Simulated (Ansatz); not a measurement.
Computed with Ansatz on PBE0-D4/def2-TZVP structures; ΔE is electronic, products minus reactants. CCSD(T)/CBS is the MP2 limit (def2-TZVPP, def2-QZVPP) plus CCSD(T) − MP2 in def2-TZVPP, frozen cores. This one scheme is used for every species. Functionals use def2-TZVPP. B3LYP here is the variant with VWN-RPA as its local correlation; programs differ in this. HSE06 is defined as in plane-wave codes. One conformer a species, not always the lowest.

Consider the ligand exchange at the Si–C bond: `CC[Si]CC` + CH₃OH → `CC[Si]OC` + ethane.

| level | ΔE (kJ/mol) | difference from CCSD(T)/CBS |
| --- | --- | --- |
| LDA (SPW92) | -152.7 | -0.1 |
| PBE-D4 | -150.3 | 2.3 |
| revPBE-D4 | -147.4 | 5.2 |
| r2SCAN-D4 | -158.0 | -5.4 |
| B97M-V | -161.0 | -8.4 |
| B3LYP-D4 | -161.4 | -8.8 |
| HSE06-D4 | -148.8 | 3.8 |
| revPBE | -152.3 | 0.3 |
| BLYP | -167.2 | -14.6 |
| B3LYP | -165.1 | -12.5 |
| CAM-B3LYP | -166.7 | -14.1 |
| HF/def2-TZVPP | -166.8 | -14.2 |
| CCSD/def2-TZVPP | -154.7 | -2.1 |
| HF/def2-QZVPP | -167.8 | -15.2 |
| SCS-MP2/def2-QZVPP | -158.3 | -5.7 |
| CCSD/CBS(def2) | -153.4 | -0.8 |
| CCSD(T)/CBS | -152.6 | 0 |

Largest T1 diagnostic among the species: 0.013.

The D4 term adds +3.8 kJ/mol with B3LYP and +2.1 kJ/mol with PBE0; it sums over pairs of atoms, weighted by their polarisabilities, and B3LYP, whose exchange is more repulsive, gets the larger term. In def2-TZVPP, CCSD(T) changes the Hartree–Fock value by +12.8 kJ/mol (the triples alone add +0.8 kJ/mol) and MP2 by +10.9 kJ/mol.
